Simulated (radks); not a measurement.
Results of a calculation; reference values are marked as such.
Task: Ionisation of Mo29+, [Ne] 3s2 3p1, to Mo30+, [Ne] 3s2, under several functionals. Dirac Kohn-Sham, spin-unpolarised, spherical densities, finite nucleus; open shells are shared between the two j in proportion to 2j + 1; a radial shooting solver on a logarithmic mesh with Libxc functionals. The NIST Atomic Spectra Database gives 1587 eV (semi-empirical). Rank these functionals by the error of their Delta-SCF ionisation energy: exchange-only LDA; LDA (Slater exchange, VWN5 correlation); AM05; Wu-Cohen GGA; OLYP; LDA (Slater exchange, Perdew-Zunger correlation); PBEsol.

Result: From best to worst: Wu-Cohen GGA 1584.4 eV (-2.6); LDA (Slater exchange, VWN5 correlation) 1584.2 eV (-2.8); LDA (Slater exchange, Perdew-Zunger correlation) 1584.2 eV (-2.8); OLYP 1584.0 eV (-3.0); PBEsol 1583.5 eV (-3.5); AM05 1583.3 eV (-3.7); exchange-only LDA 1581.6 eV (-5.4). Spin polarisation and multiplet splitting are left out, so open shells lie too high by an amount that depends on their filling. Sharing an open shell by 2j + 1 raises it above the true ground level by a part of the spin-orbit splitting, which enters the differences from NIST.

Beside tabulated values, note that spin-unpolarised runs miss the spin-polarisation part of the exchange energy of open shells.
